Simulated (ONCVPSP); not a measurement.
# Si: excitation energies, all-electron against ONCV

ONCVPSP 4.0.1 input, shortened (lines: element, Z, core and valence counts, functional; n l f; lmax; l rc ep ncon nbas qcut; lloc lpopt rc5 dvloc0; l nproj debl; icmod fcfact rcfact), PBEsol, scalar-relativistic:

```
  Si 14.00    3    2  -116133      upf
    1    0    2.00
    2    0    2.00
    2    1    6.00
    3    0    2.00
    3    1    2.00
    1
    0    1.30    0.00    3    6    4.10
    1    1.45    0.00    3    8    5.80
    4    5    1.15    0.00
    0    1    4.00
    1    2    1.20
    3    4.25    1.80
```

Energies are relative to the spin-unpolarised reference configuration 3s2 3p2; without spin polarisation the order of configurations can differ from experiment.

Q: Give the all-electron excitation energy and the error of the potential for: 3s2 3p1; 3s2 3p0; 3s1 3p0; 3s1 3p2.

A:

```json
{"valence configuration": "3s2 3p1", "charge": "+1", "ΔE all-electron (eV)": "7.713", "error AE − PS (meV)": "-1.1"}
{"valence configuration": "3s2 3p0", "charge": "+2", "ΔE all-electron (eV)": "23.676", "error AE − PS (meV)": "-32"}
{"valence configuration": "3s1 3p0", "charge": "+3", "ΔE all-electron (eV)": "57.576", "error AE − PS (meV)": "-318"}
{"valence configuration": "3s1 3p2", "charge": "+1", "ΔE all-electron (eV)": "15.122", "error AE − PS (meV)": "-20"}
```

Levels in the configuration 3s2 3p1:

```
level  all-electron (eV)  pseudo (eV)
   3s            -18.987      -19.000
   3p            -11.627      -11.631
```
